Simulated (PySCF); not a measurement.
**Working out the ionisation energy of Kr⁺**

Kr⁺ [Ar] 3d10 4s2 4p5 (2P) → Kr²⁺ [Ar] 3d10 4s2 4p4 (3P). Computed with PySCF 2.14 in x2c-TZVPPall (6s5p4d1f, 48 functions), with scalar relativity by spin-free X2C-1e. Frozen: [Ar] 3d10. Energies in hartree (1 hartree = 27.21139 eV):

```csv
part,Kr⁺ (lower),Kr²⁺ (upper)
UHF,-2787.699412,-2786.844918
CCSD correlation,-0.157432,-0.126971
(T),-0.004045,-0.002968
```

Q: What does Hartree-Fock give?

A: (-2786.844918) − (-2787.699412) = 0.854494 hartree = 23.252 eV.

Q: What do CCSD and CCSD(T) give?

A: The CCSD correlation energies differ by 0.030461 hartree = 0.829 eV and the triples by 0.001077 hartree = 0.029 eV, so CCSD gives 24.081 eV and CCSD(T) 24.110 eV.

A first-order spin-orbit estimate adds -0.024 eV to CCSD(T) (valence), giving 24.086 eV against 24.360 eV (measured; NIST Atomic Spectra Database, ionization energies).

What remains against the reference includes basis incompleteness, the frozen core and higher excitations.
